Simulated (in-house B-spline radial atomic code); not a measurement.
**RPA and G0W0 on wB97X: Tl²⁺**

Configuration [Xe] 4f14 5d10 6s1, highest spin, mean-field start wB97X. Computed with a B-spline radial code for spherical atoms: all electrons, scalar-relativistic (spin-free one-electron X2C), finite nucleus, each spin shell either full or empty, empty states to l = 9 with an (l + 1/2)⁻⁴ tail; G0W0 by contour deformation at full frequency.

Without the two-electron picture change, the correlation of inner shells comes somewhat too large for so heavy an element.

RPA overbinds a lone outer s electron by self-correlation, and G0W0 tends to as well.

Command:
```bash
python run_gw.py task.json out
```
Settings (radii: box in bohr, nucleus in fm):
```
Z                        81
electrons                79
configuration            [Xe] 4f14 5d10 6s1
hamiltonian              x2c
method                   wb97x
lmax                     9
rms_radius               5.4759
spin_polarised           True
box_radius               17.55
intervals                68
ion_configuration        [Xe] 4f14 5d10
```

Run time, properties included: 28 s on 1 thread of Arm Neoverse N1, with other jobs on the host.

Energies (hartree):

```json
{"term": "mean-field total", "value": "-20249.89398"}
{"term": "Hartree-Fock functional on these orbitals", "value": "-20242.87568"}
{"term": "direct second order", "value": "-7.9278"}
{"term": "second-order exchange", "value": "1.9638"}
{"term": "SOSEX correction", "value": "1.8541"}
```

Question: What is the RPA correlation energy, and what remains with SOSEX?

Answer: RPA gives -6.9959 hartree (-2.41 eV per electron); RPA + SOSEX gives -5.1418, and the second-order doubles -5.964 hartree (no singles). SOSEX takes back 27 % of the RPA value.

Quasi-particle levels (eV):

```
  level  occupied  mean field  Σx - vxc     Σc  QP weight     G0W0
  6s up       yes     -28.606      0.04      ?          ?        ?
5d down       yes      -37.53     -2.72  -0.15      0.944   -40.41
  5d up       yes      -37.77     -3.02  -0.01      0.936   -40.80
6s down        no     -20.852      2.95  -2.51      0.962  -20.413
```

G0W0 = mean field + (Σx - vxc) + Σc, with Σc (partial-wave tail included) taken at the quasi-particle energy. Only the outer levels were computed. Levels of low weight are left out.

Question: Where does G0W0 put 6s up?

Answer: At -30.38 eV, with Σc = -1.81 eV and a quasi-particle weight of 0.967. The tabulated removal energy is 29.852 eV (NIST, measured); the calculation leaves out spin-orbit coupling, Breit and QED terms, and what these don't explain is the method's own error.

Question: What does it cost to remove one electron (to [Xe] 4f14 5d10) by differences of total energies, each species on its own start (correlation terms add to the Hartree-Fock functional)?

Answer: wB97X 29.491 eV, Hartree-Fock functional 28.086 eV, + RPA 30.08 eV, + RPA + SOSEX 29.517 eV, + second order 30.54 eV. Tabulated: 29.852 eV (NIST, measured); the calculation leaves out spin-orbit coupling, Breit and QED terms, and what these don't explain is the method's own error.
